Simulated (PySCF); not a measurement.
Identify the compound

The spectra below were simulated for a compound C₂H₉F₃OSi₃.

¹H NMR (500 MHz, computed): δ 4.93 (m, 2H), 4.82 (sept, 1H), 4.14 (d, 6H).

¹³C{¹H} NMR (computed): δ 133.2 (C), 53.5 (CH).

Non-relativistic, a single conformation, equivalent nuclei averaged, no solvent. σ from GIAO-PBE0/pcSseg-1; GFN2-xTB geometry; PySCF 2.14.

References, each an isolated molecule treated in the same way: TMS for ¹H (σref 31.72), ¹³C (σref 186.93).

Problem. What is the structure?

Solution. 
The formula gives 0 degrees of unsaturation. 2 carbon signals for 2 carbons: no two carbons are equivalent. Carbon types of the structure: 1 × C, 1 × CH, leaving 8 H on heteroatoms. δC 133.2: fully substituted sp3 carbon bonded to 2 F and O and Si; 3 electronegative neighbours deshield it. δC 53.5: sp3 CH bonded to O and 2 Si; the inductive effect lowers its shielding. δH 4.93: hydrogen on a silicon bonded to C, F. δH 4.82: hydrogen on an sp3 CH bonded to O and 2 Si; its carbon carries O, hence the downfield position. δH 4.14: hydrogen on a silicon bonded to C.

The compound is SMILES FC([SiH2]F)(F)OC([SiH3])[SiH3].

The data come from this structure; uniqueness wasn't tested.

Splittings by ¹⁹F in the carbon and heteronuclear signals aren't shown, as no couplings were computed. Shifts are as computed. Against solution values, carbons near 30 ppm lie about +3 ppm off and those near 130 ppm about +5 ppm. Of 1309 compounds with measured shifts, 239 miss one by over three times the rms of a fit or turn the order of signals round; such compounds aren't used in these exercises. Multiplicities follow the n + 1 count of equivalent neighbours, as no J values were calculated; m marks all less simple cases, F and P coupling included.
